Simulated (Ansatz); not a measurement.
## Relaxing a trial structure of CAlOTe−

The starting geometry of this gas-phase singlet was optimised with GFN2-xTB.

```yaml
atoms:
  - { symbol: C, position_ang: [-2.1940, 2.9472, 1.2094] }
  - { symbol: Al, position_ang: [-1.8557, 2.0674, -0.5433] }
  - { symbol: O, position_ang: [-2.9054, 3.8084, 1.7498] }
  - { symbol: Te, position_ang: [-0.6631, 0.4946, -1.9575] }
```

Predict what becomes of its bonds when it is optimised with B3LYP-D3(BJ)/def2-SVPD.

It falls apart into AlTe + CO (formulas without charges). Contacts that open: C1–Al2 (1.99 → 3.45 Å).

The energy falls by 0.84 eV over 23 steps:

```
step  E − E(last) (eV)
   1             0.839
   3             0.209
   6             0.028
   8             0.015
  11             0.004
  13             0.001
  16             0.000
  18             0.000
  21             0.000
  23             0.000
```

Final geometry (Å):

```xyz
4

C    -2.2622    3.2748    1.9170
Al   -1.8612    1.8504   -1.1962
O    -3.0996    4.0447    1.9770
Te   -0.3951    0.1477   -2.2393
```

The end wasn't checked by frequencies. Atoms past krypton carry core potentials, without spin–orbit terms. Run with Ansatz 0.2.0, 74 s on 1 thread of Arm Neoverse V2 (shared host).
